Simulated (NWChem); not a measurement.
# Atomisation of F4Te

SMILES: F[Te](F)(F)F
```xyz
5

Te     0.0000     0.0000     0.2957
F     -1.9591     0.0000     0.0885
F      0.0000     1.4691    -0.9429
F      1.9591     0.0000     0.0885
F      0.0000    -1.4691    -0.9429
```
Charge 0, spin multiplicity 1.

All runs are NWChem calculations. Structure: optimised with PBE/def2-SVP with def2 effective core potentials on Te, a minimum by its harmonic frequencies.

Basis set: def2-TZVP. The atomisation energy is electronic alone: no zero-point, thermal, spin-orbit or counterpoise terms. No value is extrapolated to the basis-set limit. Free atoms are single determinants with multiplicities Te 3, F 2. Correlated methods freeze the same cores in atoms and molecule, 8 orbitals in all.

```
method                        atomisation energy (kcal/mol)  relative cost
----------------------------  -----------------------------  -------------
B3LYP                                                 345.8              1
PBE0                                                  341.5        under 3
HF                                                    169.6        under 3
BHandHLYP                                             300.5        under 3
BLYP                                                  369.6        under 3
PBE                                                   382.3        under 3
MP2                                                   356.3              5
LC-wPBE (omega 0.3 per bohr)                          361.1             10
```

The values span 212.8 kcal/mol, from HF (lowest) to PBE (highest). Costs are rough ratios of processor time within this set of runs, SCF included, with B3LYP as 1. Costs are the molecule's.

Effective core potentials replace the inner electrons of Te; spin-orbit coupling is left out. B3LYP has NWChem's definition, with VWN1-RPA local correlation. GW and range-separated runs recompute their integrals, the others keep them in memory, which bears on the times. The structure started from a generated list of species. The stability of the SCF solutions was not checked. Open-shell Hartree-Fock references start from PBE0 orbitals; any time given for them includes that run.
